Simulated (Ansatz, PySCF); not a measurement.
C4H6ClF, SMILES C[C@@H](F)/C=C\Cl. Atoms are numbered in the order given.

```xyz
12

C     -1.8977    -0.2193    -0.6293
C     -0.9890     0.1710     0.5280
F     -1.7264     0.1231     1.7127
C      0.1911    -0.7458     0.6823
C      1.3724    -0.6124     0.0749
Cl     1.7345     0.6992    -1.0166
H     -2.2435    -1.2574    -0.5139
H     -2.7736     0.4462    -0.6558
H     -1.3511    -0.1295    -1.5798
H     -0.6390     1.2092     0.3986
H      0.0440    -1.6106     1.3370
H      2.2034    -1.3081     0.1976
```
Charge 0, spin multiplicity 1.

The structure is a stationary point at TPSSh-D3(BJ)/def2-SVP. The structure was generated by enumeration; whether it is a known compound was not checked. The values are those of a single conformer.

Two levels are set side by side: PBE-D3(BJ)/def2-SVP (Ansatz, a program for electronic structure) and TPSSh-D3(BJ)/def2-SVP (PySCF). Each level has its own optimised geometry; the coordinates shown are those of the second. Frequencies come from the Hessian of PySCF at each geometry. Differences are taken from unrounded values.

```
quantity                            TPSSh-D3(BJ)  PBE-D3(BJ)  PBE-D3(BJ) minus TPSSh-D3(BJ)
----------------------------------  ------------  ----------  -----------------------------
mean bond length (Å)                       1.281       1.287                          0.006
bond C1–C2 (Å)                             1.522       1.524                          0.002
bond C2–F3 (Å)                             1.396       1.399                          0.003
bond C2–C4 (Å)                             1.502       1.504                          0.002
bond C4–C5 (Å)                             1.335       1.343                          0.008
bond C5–Cl6 (Å)                            1.744       1.744                         -0.001
bond C1–H7 (Å)                             1.100       1.108                          0.008
bond C1–H8 (Å)                             1.100       1.108                          0.008
bond C1–H9 (Å)                             1.100       1.108                          0.008
bond C2–H10 (Å)                            1.103       1.114                          0.011
bond C4–H11 (Å)                            1.095       1.103                          0.008
bond C5–H12 (Å)                            1.091       1.100                          0.009
highest harmonic wavenumber (cm⁻¹)          3228        3150                            -78
mean harmonic wavenumber (cm⁻¹)             1342        1305                            -37
zero-point energy (kcal/mol)               57.54       55.95                          -1.59
```

Exact exchange shortens and stiffens bonds; PBE has none. Differences between two approximate levels are no errors against the true value.
